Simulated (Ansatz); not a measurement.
`CN(C)c1ccc(-c2ccc(-c3ccc(-c4ccc(C#N)nc4)nc3)nc2)nc1`, 47 atoms. Hardware: 2 threads of AMD EPYC 7R13 on a shared host and a share (18 GiB) of an NVIDIA H100 80GB HBM3.

Single mean-field runs in def2-SVP, def2-TZVP are fitted with def2-universal-jkfit.

How many basis functions does each of these Ansatz runs have, and roughly what does it cost? PBE-D4/def2-TZVP, charge 0 triplet at the geometry of the charge 0 singlet, energy, from earlier orbitals; PBE-D4/def2-TZVP, charge 0 singlet, energy and forces, from earlier orbitals; PBE-D4/def2-TZVP, charge -1 doublet at the geometry of the charge 0 singlet, energy, from earlier orbitals; r2SCAN-D4/def2-TZVP, charge 0 singlet, energy and forces, from earlier orbitals; PBE-D4/def2-SVP, charge 0 singlet, relaxation, 17 steps; PBE0-D4/def2-SVP, charge 0 singlet, energy, from earlier orbitals; PBE0-D4/def2-TZVP, charge -1 doublet at the geometry of the charge 0 singlet, energy; PBE-D4/def2-TZVP, charge 1 doublet at the geometry of the charge 0 singlet, energy, from earlier orbitals; PBE0-D4/def2-TZVP, charge 1 doublet at the geometry of the charge 0 singlet, energy; PBE0-D4/def2-TZVP, charge 0 singlet, energy, from earlier orbitals; PBE0-D4/def2-TZVP, charge 0 triplet at the geometry of the charge 0 singlet, energy; PBE-D4/def2-SVP, charge 0 singlet, energy, from earlier orbitals.

Other jobs shared the machine, so times can vary by a factor of up to 3.

```
                                                                                                       run  functions  fitting or Cholesky vectors  wall time  peak host memory (GiB)
                                          PBE-D4/def2-SVP, charge 0 singlet, energy, from earlier orbitals        496                         2511      6.5 s                    0.97
                                         PBE0-D4/def2-SVP, charge 0 singlet, energy, from earlier orbitals        496                         2511        7 s                    0.97
                                        PBE0-D4/def2-TZVP, charge 0 singlet, energy, from earlier orbitals       1007                         2511      8.5 s                     1.1
                              PBE-D4/def2-TZVP, charge 0 singlet, energy and forces, from earlier orbitals       1007                         2511       11 s                     1.2
PBE-D4/def2-TZVP, charge -1 doublet at the geometry of the charge 0 singlet, energy, from earlier orbitals       1007                         2511       12 s                     1.4
                           r2SCAN-D4/def2-TZVP, charge 0 singlet, energy and forces, from earlier orbitals       1007                         2511       13 s                     1.2
 PBE-D4/def2-TZVP, charge 1 doublet at the geometry of the charge 0 singlet, energy, from earlier orbitals       1007                         2511       15 s                     1.7
 PBE-D4/def2-TZVP, charge 0 triplet at the geometry of the charge 0 singlet, energy, from earlier orbitals       1007                         2511       16 s                     1.7
                       PBE0-D4/def2-TZVP, charge 1 doublet at the geometry of the charge 0 singlet, energy       1007                         2511       19 s                     1.6
                      PBE0-D4/def2-TZVP, charge -1 doublet at the geometry of the charge 0 singlet, energy       1007                         2511       20 s                     1.6
                       PBE0-D4/def2-TZVP, charge 0 triplet at the geometry of the charge 0 singlet, energy       1007                         2511       22 s                     1.8
                                                   PBE-D4/def2-SVP, charge 0 singlet, relaxation, 17 steps        496                         2511       58 s                       1
```
